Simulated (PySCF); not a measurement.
Isomers of C7H15NOSi side by side.

PySCF, B3LYP/def2-SVPD, density fitting, gas phase; each molecule at its own PBE0-D3(BJ)/def2-SVP geometry, one conformer. Singlet excitations by full TDDFT with frozen cores, triplets by Tamm–Dancoff TDDFT and ionisation energies by ΔSCF, from the lowest of the holes tried. 

Reference: `C=CO[SiH2]N1CCC[C@H]1C`, with HOMO energy -6.30 eV, LUMO energy 0.31 eV, lowest singlet excitation 5.70 eV, lowest triplet excitation 4.35 eV, mean polarisability 120.6 au and vertical ionisation energy 8.28 eV.

Changes against it:

```csv
molecule,Δ electronic energy (kcal/mol),Δ HOMO energy (eV),Δ LUMO energy (eV),Δ lowest singlet excitation (eV),Δ lowest triplet excitation (eV),Δ mean polarisability (au),Δ vertical ionisation energy (eV)
C/C=C/O[SiH2]N1CCCC1,-0.5,+0.17,-0.05,+0.01,-0.12,+3.0,+0.04
C1CCN([Si@@H]2CCCO2)C1,-14.3,+0.28,-0.03,-0.22,+1.02,-5.1,-0.30
C=CC[C@@H]1CO[Si@@H](NC)C1,-6.2,-0.33,-0.38,+0.24,+0.06,+0.5,+0.38
C=CC[C@@H]1CO[Si@H](NC)C1,-6.6,-0.32,-0.34,+0.28,+0.08,+0.2,+0.38
C/C=C\O[SiH2]N1CCCC1,-1.5,+0.27,-0.07,-0.24,-0.13,+2.6,-0.45
O[SiH2]N1CC[C@H](C2CC2)C1,+1.5,+0.12,-0.41,-0.45,+0.68,-3.1,-0.10
```

Rows whose labels were lost:

| row | Δ electronic energy (kcal/mol) | Δ HOMO energy (eV) | Δ LUMO energy (eV) | Δ lowest singlet excitation (eV) | Δ lowest triplet excitation (eV) | Δ mean polarisability (au) | Δ vertical ionisation energy (eV) |
| --- | --- | --- | --- | --- | --- | --- | --- |
| P | -15.1 | -0.94 | -0.32 | -0.16 | +0.73 | -1.3 | +1.24 |
| Q | +12.9 | -0.08 | -0.59 | -0.53 | +0.01 | +3.6 | -0.05 |
| R | -3.3 | +0.37 | -0.85 | -1.11 | -0.22 | -1.2 | -0.40 |

Q: Which row belongs to which of `C=C[Si@]1(N(C)C)CCCO1`, `CC(=O)N[SiH2]C1CCCC1` and `C=C[C@H](C(=C)C)N(C)[SiH2]O`?

A: P = `CC(=O)N[SiH2]C1CCCC1`, Q = `C=C[C@H](C(=C)C)N(C)[SiH2]O` and R = `C=C[Si@]1(N(C)C)CCCO1`. P and Q are told apart most clearly by the electronic energy (-15.1 against +12.9 kcal/mol); P and R are told apart most clearly by the vertical ionisation energy (+1.24 against -0.40 eV); Q and R are told apart most clearly by the electronic energy (+12.9 against -3.3 kcal/mol).

Q: Which row has the smallest HOMO–LUMO gap and which the largest, and does the HOMO or the LUMO shift more there?

A: Smallest, counted from the reference: R, -1.22 eV (HOMO +0.37, LUMO -0.85), the larger shift being that of the LUMO. Largest: P, +0.62 eV (HOMO -0.94, LUMO -0.32), the larger shift being that of the HOMO.

Q: Fit a straight line for the change of the mean polarisability against that of the lowest triplet excitation over the labelled rows, and test it on P, Q and R.

A: Over the 6 labelled rows the slope is -6.64 au/eV, the intercept +1.4 au, r = -0.98 and the standard error 0.62 au. P: predicted -3.4, computed -1.3 au; Q: predicted +1.4, computed +3.6 au; R: predicted +2.9, computed -1.2 au. The mean miss is 2.8 au, against 1.9 au for guessing the labelled rows' mean: the line is of no use for them.
